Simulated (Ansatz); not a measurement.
Ansatz (an electronic-structure program) input (B3LYP-D3(BJ)/def2-TZVP):

Ansatz 0.2 input:
```yaml
crystal:
  periodic: [false, false, false]
  atoms:
    - {symbol: F, position_ang: [-1.30522858, 1.04769257, -0.63620843]}
    - {symbol: C, position_ang: [-0.77379043, 0.00653296, 0.01127212]}
    - {symbol: F, position_ang: [-1.30307625, -1.09402033, -0.53176049]}
    - {symbol: F, position_ang: [-1.18510991, 0.06743937, 1.27227248]}
    - {symbol: C, position_ang: [0.75312764, 0.00214699, -0.12152060]}
    - {symbol: Cl, position_ang: [1.39756419, -1.42779708, 0.70418939]}
    - {symbol: Cl, position_ang: [1.39446916, 1.49814514, 0.57973366]}
    - {symbol: H, position_ang: [1.02495707, -0.04258091, -1.17955182]}
basis:
  gaussian:
    orbitals: def2-TZVP
hamiltonian:
  xc: b3lyp
  dispersion: d3bj
relax: {f_tol: 0.002, max_steps: 150}
```

End of the output:

```
mean field: 1.67 GiB planned
mean field evaluation 64: about -35292.0398 eV, gradient 1.0e0 eV
mean field -35292.11278899 eV, -1296.9612231423 hartree, gradient 1.4e-5 eV, S^2 0.000000; 1 other end points of the search recorded, 0 dependent functions left out
the calculation of the forces begins
reference -35292.11302349 eV, -1296.9612317597 hartree; 37, 37 occupied and 198, 198 virtual orbitals, 1398 factors
Total energy: -35292.48066149 eV, -1296.9747422071 hartree
Atom 0 at    -1.291627     1.060225    -0.644957 Å, force    -0.000096     0.000097    -0.000052 eV/Å
Atom 1 at    -0.788362     0.006666     0.016086 Å, force     0.000440    -0.000006     0.000048 eV/Å
Atom 2 at    -1.289727    -1.103138    -0.547123 Å, force    -0.000068    -0.000062    -0.000085 eV/Å
Atom 3 at    -1.205155     0.063498     1.280923 Å, force    -0.000210    -0.000030     0.000213 eV/Å
Atom 4 at     0.743569     0.002702    -0.101725 Å, force    -0.000234     0.000031     0.000251 eV/Å
Atom 5 at     1.417097    -1.434262     0.691198 Å, force    -0.000025     0.000030    -0.000057 eV/Å
Atom 6 at     1.414473     1.506422     0.558543 Å, force     0.000003    -0.000016    -0.000102 eV/Å
Atom 7 at     1.002644    -0.044555    -1.154517 Å, force     0.000190    -0.000044    -0.000216 eV/Å
Dipole moment:     0.182755    -0.009395    -0.211724 e Å
```
